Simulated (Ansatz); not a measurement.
Consider the cleavage of the Si–Si bond: `[SiH3][SiH2][SiH2][GeH3]` + `FCS` → `FCS[SiH3]` + `[SiH3][SiH2][GeH3]`.

Calculated with Ansatz (gas phase, PBE0-D4/def2-TZVP geometries, no zero-point term in ΔE). CCSD(T)/CBS adds triple-zeta CCSD(T) − MP2 to the extrapolated MP2 energy (def2 sets, frozen cores). DFT in def2-TZVPP. HSE06 is defined as in plane-wave codes. For Ge outer-core shells are correlated without core-valence functions, which leaves a few kJ/mol of doubt a bond. Scalar relativity is left out up to krypton. Each species was taken in one conformer, which may not be the lowest.

(1) Is it downhill or uphill in electronic energy at CCSD(T)/CBS, and by how much? (Best estimate.)

(2) What do these levels give: PBE-D4, r2SCAN0-D4, HSE06-D4, PBE-QIDH, r2SCANh, LC-ωPBE? (Estimate.)

Largest T1 diagnostic among the species: 0.013.

Results:

(1) Ansatz gave: Downhill: ΔE = -42.9 kJ/mol.

(2) Ansatz gave: PBE-D4 -32.4, r2SCAN0-D4 -41.6, HSE06-D4 -35.0, PBE-QIDH -42.5, r2SCANh -42.1, LC-ωPBE -39.9 kJ/mol.

From BLYP to BHLYP (50 % exact exchange), in def2-TZVPP and without D4, ΔE moves by −5.6 kJ/mol. In def2-TZVPP, CCSD(T) changes the Hartree–Fock value by +13.3 kJ/mol (the triples alone add +0.9 kJ/mol) and MP2 by +5.8 kJ/mol.
